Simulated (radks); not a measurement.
The numbers below are computed, except where a source is named.
Valence configurations of Cd IV (all share [Kr]). Level of theory: scalar-relativistic Kohn-Sham, PBEsol, spin-polarised, spherical densities, finite nucleus; open shells are filled with parallel spins first (spin-orbit coupling, left out, can overturn this in heavy ions); Fermi nuclear charge, rms radius 4.6087 fm (a radial shooting solver on a logarithmic mesh with Libxc functionals). Order these by energy: 4d9; 4d8 5s1; 4d5 5s1 5p3; 4d7 5s1.5 5p0.5; 4d7 5p2; 4d7 5s0.5 5p1.5; 4d8 5p1; 4d8.5 5s0.5; 4d6 5p3; 4d7 5s1 5p1.

Answer. From the lowest, in eV above it: 4d9 0.000; 4d8.5 5s0.5 6.670; 4d8 5s1 13.639; 4d8 5p1 22.312; 4d7 5s1.5 5p0.5 34.574; 4d7 5s1 5p1 37.817; 4d7 5s0.5 5p1.5 42.422; 4d7 5p2 47.035; 4d6 5p3 74.417; 4d5 5s1 5p3 94.188. NIST lists [Kr] 4d9 as the ground configuration; this level of theory agrees among the configurations tried. The energies are those of spherical high-spin densities, not of single terms.
